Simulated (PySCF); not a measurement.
Excitations are Tamm–Dancoff values on a coarser integration grid. The basis has no diffuse functions, so Rydberg states are missing or too high.

Species: H$_{2}$BN, SMILES `B=N` (charge 0, multiplicity 1).

Task: What is the computed adiabatic ionisation energy (no zero-point term), S1 excitation (TDA), HOMO, LUMO and hole reorganisation energy (four-point) (PySCF with PBE0-D4/def2-TZVP)?

Result: 
adiabatic ionisation energy (no zero-point term): 11.11 eV
S1 excitation (TDA): 7.13 eV
HOMO: -8.57 eV
LUMO: 0.78 eV
hole reorganisation energy (four-point): 0.420 eV
